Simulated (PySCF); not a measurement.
3-silylpropanenitrile (C3H7NSi), SMILES N#CCC[SiH3].

Coordinates come from a TPSSh-D3(BJ)/def2-SVP optimisation. Other conformers were not sampled.

Two levels are set side by side: PBE/def2-TZVP (PySCF) and HF/def2-TZVP (PySCF). Same geometry, gas phase. Differences are taken from unrounded values.

```
quantity                         HF
---------------------------  ------
orbital gap (eV)              14.96
highest occupied level (eV)  -12.12
lowest empty level (eV)        2.84
dipole moment (D)              4.29
mean polarisability (bohr³)    61.4
```

**Question.** What does PBE give, and how far is it from HF? (The exact figures need the calculation; the answer reports its results.)

**Answer.** 
| quantity | PBE | PBE minus HF |
|---|---|---|
| orbital gap (eV) | 6.91 | -8.05 |
| highest occupied level (eV) | -7.74 | 4.38 |
| lowest empty level (eV) | -0.83 | -3.67 |
| dipole moment (D) | 4.00 | -0.30 |
| mean polarisability (bohr³) | 67.3 | 5.8 |

Without exact exchange PBE keeps part of each electron's self-repulsion, which lifts occupied levels and narrows the gap. PBE's more diffuse valence density responds more strongly to a field. Differences between two approximate levels are no errors against the true value.

Rough cost on one machine, each run with all the roots and properties that it gave: HF against PBE about 1/4.
